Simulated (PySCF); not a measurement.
C2H6ClFSi2, SMILES Cl/C([SiH3])=C\[SiH2]F. Atoms are numbered in the order given.

```xyz
12

F     -0.9348    -3.1916     0.0000
Si     0.2037    -2.0220     0.0000
C     -0.7202    -0.3933     0.0000
C     -0.1378     0.8138     0.0000
Si    -0.9835     2.5006     0.0000
Cl     1.6378     0.9109     0.0000
H      1.0261    -2.1821     1.2259
H      1.0261    -2.1821    -1.2259
H     -1.8180    -0.4127     0.0000
H     -0.5705     3.2573     1.2135
H     -2.4564     2.2795     0.0000
H     -0.5705     3.2573    -1.2135
```

The structure is a stationary point at B3LYP-D3(BJ)/def2-SVP. The structure was generated by enumeration; whether it is a known compound was not checked. One conformer was computed; it need not be the lowest.

Vertical ionisation energy (IE) and electron affinity (EA) in eV. Rows of orbital energies are one-electron estimates. Where ΔSCF, EOM or ADC give a negative EA the extra electron is unbound and the value depends on the basis.

```tsv
level	IE	EA
−ε(HOMO), −ε(LUMO), M06-2X/def2-TZVP (PySCF)	[?]	[?]
−ε(HOMO), −ε(LUMO), PBE/def2-TZVP (PySCF)	6.83	2.40
```

### Question
Fill in the missing entries. (Estimate from the structure and the level; the computed values follow.)

### Answer

- −ε(HOMO), −ε(LUMO), M06-2X/def2-TZVP (PySCF), IE: 9.15
- −ε(HOMO), −ε(LUMO), M06-2X/def2-TZVP (PySCF), EA: 0.60
